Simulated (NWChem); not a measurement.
System: trichloroethylene (C2HCl3); SMILES ClC(Cl)=CCl

NWChem printed, in part:

```
             Northwest Computational Chemistry Package (NWChem) 7.3.0
             --------------------------------------------------------

                             Geometry "geometry" -> ""
                             -------------------------

 Output coordinates in angstroms (scale by  1.889725989 to convert to a.u.)

  No.       Tag          Charge          X              Y              Z
 ---- ---------------- ---------- -------------- -------------- --------------
    1 Cl                  17.0000    -0.37412200    -2.24935700     0.00000000
    2 C                    6.0000    -0.92527200    -0.63166700     0.00000000
    3 C                    6.0000    -0.10845400     0.43021000     0.00000000
    4 Cl                  17.0000     1.59886200     0.31319500     0.00000000
    5 Cl                  17.0000    -0.75435000     2.02552900     0.00000000
    6 H                    1.0000    -2.00773100    -0.49629000     0.00000000

 Effective nuclear repulsion energy (a.u.)     318.3146016397

  xc_inp: hfexch multiplicative factor not found.

                                 NWChem DFT Module
                                 -----------------

 Summary of "ao basis" -> "ao basis" (spherical)
 ------------------------------------------------------------------------------
       Tag                 Description            Shells   Functions and Types
 ---------------- ------------------------------  ------  ---------------------
 Cl                          6-31g*                  8       18   4s3p1d
 C                           6-31g*                  6       14   3s2p1d
 H                           6-31g*                  2        2   2s

            General Information
            -------------------
          SCF calculation type: DFT
          Wavefunction type:  closed shell.
          No. of atoms     :     6
          No. of electrons :    64
           Alpha electrons :    32
            Beta electrons :    32
          Charge           :     0
          Spin multiplicity:     1
          Use of symmetry is: off; symmetry adaption is: off
          Maximum number of iterations: 150
          AO basis - number of functions:    84
                     number of shells:    38
          Convergence on energy requested:  1.00D-06
          Convergence on density requested:  1.00D-05
          Convergence on gradient requested:  5.00D-04

              XC Information
              --------------
                     Hartree-Fock (Exact) Exchange  1.000

      Superposition of Atomic Density Guess
      -------------------------------------

 Sum of atomic energies:       -1454.17048899

      Non-variational initial energy
      ------------------------------

 Total energy =   -1455.969842
 1-e energy   =   -2641.500157
 2-e energy   =     867.215713
 HOMO         =      -0.224492
 LUMO         =       0.060897

     ---------------------------------------------
      Total Density - Mulliken Population Analysis
     ---------------------------------------------

    Atom       Charge   Shell Charges
 -----------   ------   -------------------------------------------------------
    1 Cl  17    17.11   2.00  2.00  5.98  1.38  3.61  0.53  1.59  0.02
    2 C    6     6.21   2.00  0.71  1.80  0.58  1.09  0.04
    3 C    6     5.73   2.00  0.67  1.51  0.52  0.97  0.05
    4 Cl  17    17.10   2.00  2.00  5.98  1.38  3.61  0.53  1.58  0.02
    5 Cl  17    17.10   2.00  2.00  5.98  1.38  3.60  0.53  1.59  0.02
    6 H    1     0.76   0.46  0.30

   convergence    iter        energy       DeltaE   RMS-Dens  Diis-err
 ---------------- ----- ----------------- --------- --------- ---------
 d= 0,ls=0.0,diis     1  -1454.6246699369 -1.77D+03  1.21D-02  5.28D-01
 d= 0,ls=0.0,diis     2  -1454.6799265955 -5.53D-02  5.36D-03  2.46D-01
 d= 0,ls=0.0,diis     3  -1454.7107483321 -3.08D-02  1.88D-03  5.32D-03
 d= 0,ls=0.0,diis     4  -1454.7123801345 -1.63D-03  4.54D-04  6.97D-04
 d= 0,ls=0.0,diis     5  -1454.7125189683 -1.39D-04  2.18D-04  6.62D-05
  Resetting Diis
 d= 0,ls=0.0,diis     6  -1454.7125421807 -2.32D-05  7.24D-05  1.01D-05
 d= 0,ls=0.0,diis     7  -1454.7125448354 -2.65D-06  1.20D-05  4.76D-07
 d= 0,ls=0.0,diis     8  -1454.7125449834 -1.48D-07  7.50D-06  1.02D-07

         Total DFT energy =    -1454.712544983418
      One electron energy =    -2641.749531815545
           Coulomb energy =      962.131931931284
    Exchange-Corr. energy =      -93.409546738855
 Nuclear repulsion energy =      318.314601639698

 Numeric. integr. density =        0.000000000000

                       DFT Final Molecular Orbital Analysis
                       ------------------------------------

 Vector   30  Occ=2.000000D+00  E=-4.810731D-01
              MO Center= -3.3D-01, -9.7D-01, -2.7D-15, r^2= 4.7D+00
   Bfn.  Coefficient  Atom+Function         Bfn.  Coefficient  Atom+Function
  ----- ------------  ---------------      ----- ------------  ---------------
     7      0.567809  1 Cl px                71      0.348650  5 Cl px
    11      0.307554  1 Cl px                54     -0.229525  4 Cl py
     3     -0.217734  1 Cl px                75      0.183491  5 Cl px
    58     -0.133014  4 Cl py                67     -0.133591  5 Cl px
     8      0.125794  1 Cl py                21     -0.122614  2 C  px

 Vector   31  Occ=2.000000D+00  E=-4.605679D-01
              MO Center=  3.1D-01,  2.9D-02,  9.6D-17, r^2= 5.0D+00
   Bfn.  Coefficient  Atom+Function         Bfn.  Coefficient  Atom+Function
  ----- ------------  ---------------      ----- ------------  ---------------
    54      0.497327  4 Cl py                71     -0.401575  5 Cl px
     7      0.386574  1 Cl px                58      0.269054  4 Cl py
    75     -0.226469  5 Cl px                11      0.209583  1 Cl px
    50     -0.189733  4 Cl py                67      0.153049  5 Cl px
     3     -0.147849  1 Cl px                 8      0.142852  1 Cl py

 Vector   32  Occ=2.000000D+00  E=-3.658057D-01
              MO Center= -2.6D-01, -1.8D-01, -6.9D-16, r^2= 3.6D+00
   Bfn.  Coefficient  Atom+Function         Bfn.  Coefficient  Atom+Function
  ----- ------------  ---------------      ----- ------------  ---------------
     9      0.339594  1 Cl pz                23     -0.323840  2 C  pz
    37     -0.315723  3 C  pz                73      0.296879  5 Cl pz
    55      0.279544  4 Cl pz                27     -0.271057  2 C  pz
    41     -0.255932  3 C  pz                13      0.236713  1 Cl pz
    77      0.204403  5 Cl pz                59      0.199324  4 Cl pz

 Vector   33  Occ=0.000000D+00  E= 1.204728D-01
              MO Center= -4.5D-01, -1.3D-01,  2.5D-16, r^2= 2.7D+00
   Bfn.  Coefficient  Atom+Function         Bfn.  Coefficient  Atom+Function
  ----- ------------  ---------------      ----- ------------  ---------------
    41     -0.742799  3 C  pz                27      0.732766  2 C  pz
    37     -0.402350  3 C  pz                23      0.372316  2 C  pz
    13     -0.219818  1 Cl pz                59      0.219456  4 Cl pz
    77      0.214448  5 Cl pz                 9     -0.149175  1 Cl pz
    55      0.140995  4 Cl pz                73      0.119317  5 Cl pz

 Vector   34  Occ=0.000000D+00  E= 1.620815D-01
              MO Center= -4.5D-02,  1.2D+00, -6.1D-16, r^2= 4.1D+00
   Bfn.  Coefficient  Atom+Function         Bfn.  Coefficient  Atom+Function
  ----- ------------  ---------------      ----- ------------  ---------------
    38      1.553502  3 C  s                 76      0.881331  5 Cl py
    74     -0.753980  5 Cl s                 40      0.736448  3 C  py
    57      0.604842  4 Cl px                56     -0.463222  4 Cl s
    75     -0.437953  5 Cl px                72      0.317084  5 Cl py
    36      0.264098  3 C  py                39      0.236761  3 C  px

[...]

                     NWChem Electrostatic Potential Fit Module
                     -----------------------------------------

 Atom parameters

 Number of atoms is                                    6
 Number of basis functions is                         84

 Grid parameters

 Maximum number of grid points is                  29429
 Number of grid points is                          29428
 Grid range                                     0.300000 nm
 Grid spacing                                   0.020000 nm
 Probe radius                                   0.070000 nm
 Atom radius factor                             1.000000

 Atomic radii

    1    0.100000
    6    0.147000
   17    0.169000
 FASTESP  F
  using M.O. file = ./job.movecs

    Atom              Coordinates                           Charge

                                                  ESP

    1 Cl   -0.037412   -0.224936    0.000000   -0.079926
    2 C    -0.092527   -0.063167    0.000000   -0.088164
    3 C    -0.010845    0.043021    0.000000    0.150267
    4 Cl    0.159886    0.031320    0.000000   -0.055701
    5 Cl   -0.075435    0.202553    0.000000   -0.097976
    6 H    -0.200773   -0.049629    0.000000    0.171500
                                            ------------
                                               -0.000000

 Dipole moment                                  0.499448

 Quadrupole moment Qxx                          3.010198
                   Qyy                         -5.667529
                   Qzz                          2.657331

 RMS deviation kJ/mol                           0.115425

 RRMS %                                        57.826283
```

Level: Hartree-Fock/6-31G* (spherical d). Coordinates come from a PBE0/def2-SVP optimisation.

Reconstruct the input file.

Several could match; the one computed here: the input that was run:
```
start job
memory heap 200 mb stack 900 mb global 1100 mb
geometry units angstroms noautosym nocenter noautoz
  Cl    -0.374122    -2.249357     0.000000
  C     -0.925272    -0.631667     0.000000
  C     -0.108454     0.430210     0.000000
  Cl     1.598862     0.313195     0.000000
  Cl    -0.754350     2.025529     0.000000
  H     -2.007731    -0.496290     0.000000
end
basis spherical
  * library 6-31g*
end
dft
  xc hfexch
  iterations 150
  mulliken
end
task dft energy
esp
  recalculate
  probe 0.07
  range 0.3
  factor 1.0
  spacing 0.02
end
task esp
```
